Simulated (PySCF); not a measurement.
## Badger's rule along the third period: bonds to Cs

r²SCAN in PySCF with def2-SVPD on every atom (core potentials on Cs), for the lowest determinant that a PBE0 search found; no spin–orbit coupling. Badger's rule says that Re = d + c·k^(−1/3) for bonds between atoms of fixed rows.

```tsv
molecule	state (unpaired electrons)	Re (Å)	k (mdyn/Å)
CsCl	singlet (closed shell)	3.008	0.667
CsS	doublet (π ↑)	3.165	?
CsP	triplet (π ↑↑)	3.366	?
CsSi	quartet (σ ↑, π ↑↑)	3.376	0.357
```

Problem. Fix c and d from CsCl and CsSi.

Solution. c = (3.376 − 3.008)/(0.357^(−1/3) − 0.667^(−1/3)) = 1.388, d = 3.008 − c·0.667^(−1/3) = 1.419 Å.

Problem. Predict k of the others and set the computed values beside them.

Solution. 

```csv
molecule,k by the rule,k computed,difference (%)
CsS,0.503,0.538,-7
CsP,0.363,0.377,-4
```

The rule misses by 6 % on average, well for two fitted constants.

Spin–orbit coupling is left out. States were picked by a PBE0 search and need not be the measured ground states.
